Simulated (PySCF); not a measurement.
How methods differ on the excitation energy of Ru⁺

Ru⁺ [Kr] 4d7 (4F) → Ru⁺ [Kr] 4d6 5s1 (6D), as a difference of total energies. Computed with PySCF 2.14 in aug-cc-pVDZ-PP with ECP28MDF (5s5p4d2f, 54 functions), with scalar relativity through the core potential. Correlated levels: valence: 4s2 4p6 frozen. The calculations carry no spin-orbit coupling.

| method | excitation energy (eV) |
| --- | --- |
| UHF | 0.399 |
| MP2 (valence) | 0.943 |
| SCS-MP2 (valence) | 1.327 |
| CCSD (valence) | 0.907 |
| CCSD(T) (valence) | 0.935 |

Question: How much does correlation contribute at CCSD(T) (valence)?

Answer: 0.935 − (0.399) = 0.536 eV, measured against UHF.

Errors of the correlated levels include the incompleteness of this basis and the frozen core.

For comparison: 1.090 eV (measured; NIST levels, between the centres of gravity of the two terms).
